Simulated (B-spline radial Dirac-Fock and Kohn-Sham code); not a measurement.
## EELS cross sections of the Er O1 edge

System: the free erbium atom, [Xe] 4f12 6s2. Level of theory: the first Born approximation with generalised oscillator strengths from a Dirac-Hartree-Slater potential (longitudinal and transverse terms; continuum final states only, so no white lines or fine structure); a radial atomic solver. The edge is taken at 56.08 eV (orbital energy of the model).

Partial cross sections σ(β, Δ) in barn, integrated over a window Δ above the edge and up to the collection semi-angle β, for parallel illumination:

```
E₀ (kV)  β (mrad)  Δ = 25 eV  Δ = 50 eV  Δ = 100 eV  Δ = 200 eV  Δ = 300 eV
     60       100      24800      36300       48500       58200       62100
     80         5       1740       2590        3590        4360        4600
     80        20      12600      16500       19100       20700       21200
     80        50      19600      28700       38200       44600       46000
    100         5       1720       2520        3460        4200        4450
    120         5       1730       2480        3390        4100        4340
    120        10       4710       6070        7330        8320        8690
    120        50      14400      21100       28300       33900       35800
    120       100      14500      21100       28400       34100       36400
    200        10       5240       6760        7950        8810        9140
    200        50      10300      15100       20300       24500       26100
    200       100          ?          ?           ?           ?           ?
    300         5       2160       2870        3620        4240        4470
    300        10       5770       7650        8980        9800       10100
```

Problem. Give the row for 200 kV and 100 mrad.

Solution. 10300 b for 25 eV, 15100 b for 50 eV, 20300 b for 100 eV, 24500 b for 200 eV, 26200 b for 300 eV.

Values without a named source are computed, but for edge energies of neutral atoms, which are taken from tables.
